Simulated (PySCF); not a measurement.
CH₂Cl₅Si₂, SMILES Cl[Si](C[Si](Cl)Cl)(Cl)Cl, doublet (B3LYP/def2-SVP optimised geometry):

```
10

Cl     2.743    -0.270     0.000
Si     0.656    -0.270     0.000
Cl    -0.031     1.697     0.000
C      0.092    -1.125     1.601
Si    -1.738    -1.272     1.936
Cl    -2.498     0.462     2.743
Cl    -2.078    -2.817     3.265
Cl    -2.743    -1.697     0.179
H      0.508    -2.147     1.576
H      0.567    -0.602     2.451
```

Level of theory: PySCF with unrestricted B3LYP/def2-TZVP.

Task: What are the frontier orbital energies (α orbitals alone; a β orbital can be the lowest empty one) and the dipole moment?

Result: HOMO-2 -9.12 eV, HOMO-1 -9.08 eV, HOMO -6.62 eV, LUMO -0.79 eV, LUMO+1 -0.34 eV; dipole moment 1.27 D.

On the same geometry unrestricted PBE/def2-TZVP (PySCF) gives HOMO-2 -8.02 eV, HOMO-1 -7.95 eV, HOMO -5.70 eV, LUMO -1.54 eV, LUMO+1 -1.11 eV; dipole moment 1.24 D.

Meta-Löwdin charges at B3LYP/def2-TZVP: Cl1 -0.27, Si2 0.72, Cl3 -0.26, C4 -0.70, Si5 1.00, Cl6 -0.26, Cl7 -0.27, Cl8 -0.27, H9 0.16, H10 0.16.
